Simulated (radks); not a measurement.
Task: Radial electron density D(r) = 4 pi r^2 rho(r) of an atom or ion with 36 electrons. Method: scalar-relativistic Kohn-Sham, BLYP, spin-polarised, spherical densities, finite nucleus; Fermi nuclear charge, rms radius of each element as measured or else 0.836 A^(1/3) + 0.57 fm; computed with a radial shooting solver on a logarithmic mesh with Libxc functionals.

| r (bohr) | D(r) (e/bohr) | spin D(r) |
|---|---|---|
| 0.001142 | 1.980 | -0.0000299 |
| 0.001287 | 2.439 | -0.0000362 |
| 0.001463 | 3.042 | -0.0000441 |
| 0.001663 | 3.784 | -0.0000532 |
| 0.001875 | 4.632 | -0.0000628 |
| 0.002131 | 5.729 | -0.0000736 |
| 0.002422 | 7.062 | -0.0000842 |
| 0.002753 | 8.670 | -0.0000931 |
| 0.003104 | 10.47 | -0.0000973 |
| 0.003528 | 12.73 | -0.0000930 |
| 0.004009 | 15.39 | -0.0000722 |
| 0.004521 | 18.29 | -0.0000268 |
| 0.005138 | 21.82 | 0.0000670 |
| 0.005839 | 25.81 | 0.000236 |
| 0.006584 | 29.96 | 0.000503 |
| 0.007483 | 34.76 | 0.000965 |
| 0.008505 | 39.85 | 0.00171 |
| 0.009666 | 45.06 | 0.00287 |
| 0.0109 | 49.88 | 0.00452 |
| 0.01239 | 54.68 | 0.00716 |
| 0.01408 | 58.84 | 0.0111 |
| 0.01587 | 61.88 | 0.0164 |
| 0.01804 | 63.92 | 0.0243 |
| 0.0205 | 64.58 | 0.0355 |
| 0.02312 | 63.93 | 0.0496 |
| 0.02628 | 62.11 | 0.0694 |
| 0.02986 | 59.63 | 0.0947 |
| 0.03394 | 57.27 | 0.126 |
| 0.03827 | 55.98 | 0.159 |
| 0.04349 | 56.39 | 0.198 |
| 0.04943 | 59.18 | 0.236 |
| 0.05574 | 63.91 | 0.267 |
| 0.06335 | 70.42 | 0.289 |
| 0.072 | 76.90 | 0.294 |
| 0.08118 | 81.21 | 0.284 |
| 0.09226 | 82.28 | 0.262 |
| 0.1049 | 78.96 | 0.247 |
| 0.1192 | 72.02 | 0.266 |
| 0.1344 | 64.31 | 0.337 |
| 0.1527 | 57.74 | 0.486 |
| 0.1736 | 55.38 | 0.694 |
| 0.1957 | 57.53 | 0.890 |
| 0.2224 | 62.57 | 1.01 |
| 0.2528 | 66.62 | 0.955 |
| 0.285 | 66.10 | 0.713 |
| 0.324 | 59.30 | 0.336 |
| 0.3682 | 47.47 | 0.0364 |
| 0.4185 | 34.42 | 0.0560 |
| 0.4718 | 24.62 | 0.500 |
| 0.5363 | 18.67 | 1.37 |
| 0.6095 | 16.63 | 2.38 |
| 0.6872 | 16.04 | 3.09 |
| 0.781 | 14.61 | 3.28 |
| 0.8877 | 11.55 | 2.85 |
| 1.001 | 7.888 | 2.10 |
| 1.138 | 4.338 | 1.26 |
| 1.293 | 1.932 | 0.614 |
| 1.469 | 0.6867 | 0.242 |
| 1.657 | 0.2095 | 0.0826 |
| 1.883 | 0.04585 | 0.0206 |
| 2.14 | 0.007443 | 0.00386 |
| 2.413 | 0.0009969 | 0.000592 |

What is the nuclear charge?

Result: Z = 50. The innermost maximum, from 1s, lies near gamma/Z bohr with gamma = sqrt(1 - (Z/c)^2) = 0.931, here 0.0186 bohr (found: 0.0203), and its height grows with Z. The density is that of the tin ion Sn14+ in [Ar] 3d10 4s2 4p5 4d1; the configuration itself is not fixed sharply by these data, and Z only to a few units. D(r) has 3 maxima, at r = 0.0203, 0.0894, 0.265 bohr, and minima at 0.0398, 0.174 bohr, inside which lie 1.99, 11.14 electrons.
